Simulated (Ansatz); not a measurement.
**Redistribution: C3H7Cl + C2F3I → C3H7I + C2ClF3**

Species: C3H7Cl (1-chloropropane) `CCCCl`, singlet; C2F3I (trifluoroiodoethylene) `FC(F)=C(F)I`, singlet; C3H7I (1-iodopropane) `CCCI`, singlet; C2ClF3 (chlorotrifluoroethylene) `FC(F)=C(F)Cl`, singlet. The partners trade Cl for I; both sit on C, so the bond types are kept.

Shapes, held fixed at every level: PBE0-D4/def2-TZVP. Flexible molecules stand in one conformer, not always the lowest. Programs: Ansatz 0.2.0. Electronic energies: no zero-point or thermal term.

```json
{"level": "r2SCAN-D4/def2-TZVPP", "kind": "meta-GGA", "ΔE (kJ/mol)": "-5.7", "less CCSD(T)/def2-TZVPP": "-0.9", "CPU time (sum over the molecules)": "44 s"}
{"level": "wB97M-V/def2-TZVPP", "kind": "range-separated hybrid", "ΔE (kJ/mol)": "-3.0", "less CCSD(T)/def2-TZVPP": "+1.8", "CPU time (sum over the molecules)": "97 s"}
{"level": "wB97X-V/def2-TZVPP", "kind": "range-separated hybrid", "ΔE (kJ/mol)": "-2.4", "less CCSD(T)/def2-TZVPP": "+2.4", "CPU time (sum over the molecules)": "68 s"}
{"level": "B2PLYP/def2-TZVPP", "kind": "double hybrid", "ΔE (kJ/mol)": "-3.7", "less CCSD(T)/def2-TZVPP": "+1.1", "CPU time (sum over the molecules)": "69 s"}
{"level": "MP2/def2-TZVPP", "kind": "perturbation theory", "ΔE (kJ/mol)": "-6.7", "less CCSD(T)/def2-TZVPP": "-1.9", "CPU time (sum over the molecules)": "–"}
{"level": "CCSD/def2-TZVPP", "kind": "coupled cluster or CI", "ΔE (kJ/mol)": "-4.2", "less CCSD(T)/def2-TZVPP": "+0.6", "CPU time (sum over the molecules)": "–"}
{"level": "CCSD(T)/def2-TZVPP", "kind": "coupled cluster or CI", "ΔE (kJ/mol)": "-4.8", "less CCSD(T)/def2-TZVPP": "0.0", "CPU time (sum over the molecules)": "12 min"}
```

The highest level, CCSD(T)/def2-TZVPP, gives ΔE = -4.8 kJ/mol; the levels span -6.7 to -2.4. The column of differences is taken from that level and isn't an error. No measured value is set beside it here. For atoms past krypton def2 sets carry core potentials with scalar relativity. Outer-core shells of I are correlated, in sets that cover them unevenly. Times are processor times on shared x86 and Arm servers, and rough.
